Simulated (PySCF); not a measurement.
Molecule: SMILES c1coc(-c2nccs2)c1 (C₇H₅NOS). Atoms near the plane z = 0.0 Å, at the GFN2-xTB optimised geometry (x, y, z in Å): C1 (1.2, -2.7, 0.0), C2 (2.2, -1.8, 0.0), O3 (1.7, -0.6, 0.0), C4 (0.4, -0.7, 0.0), C5 (-0.4, 0.5, 0.0), N6 (-1.7, 0.5, 0.0), C7 (-2.2, 1.7, 0.0), C8 (-1.3, 2.7, 0.0), S9 (0.3, 2.1, 0.0), C10 (0.0, -2.0, 0.0), H11 (1.4, -3.8, 0.0), H12 (3.3, -1.9, 0.0), H13 (-3.3, 1.9, 0.0), H14 (-1.5, 3.8, 0.0), H15 (-1.0, -2.4, 0.0).

Calculation: PBE0/def2-TZVP run with PySCF. Cells within 0.4 Å of a nucleus heavier than hydrogen are left out (blank, or x). The values are rescaled to run from 0 to 1.

```
|666666666666666666666666666|
|666666666666666666666666666|
|666666666666666666666666666|
|666666666666666666666666666|
|666666666666666666666666666|
|666666666606666666666666666|
|666666666606766666666666666|
|6666666676xx665666666666666|
|6666666662554xx466666666666|
|66666600x9776xx566666666666|
|66666666x487645666666666666|
|666666676066647666666666666|
|666666676xx1x77667666666666|
|666666667277526797866666666|
|66666666677775x5xx876666666|
|66666666666676x66x876666666|
|666666666666735885966666666|
|6666666666665x677xx00666666|
|6666666666601x1452666666666|
|666666666666676xx6766666666|
|666666666666667517666666666|
|666666666666666606666666666|
|666666666666666666666666666|
|666666666666666666666666666|
|666666666666666666666666666|
|666666666666666666666666666|
|666666666666666666666666666|
```
Scale: ten equal steps from 0.000 (start of '0') to 1.00 (end of '9'), in the order '0123456789'; x runs from -6.00 to 6.00, y from -6.00 (bottom) to 6.00 (top).

Which quantity is mapped?
A. electrostatic potential
B. an orbital amplitude
C. log10 of the electron density
D. Laplacian of the electron density

D, Laplacian of the electron density. In full: Laplacian of the electron density (e/bohr⁵), clipped to [-1.50, 1.50].
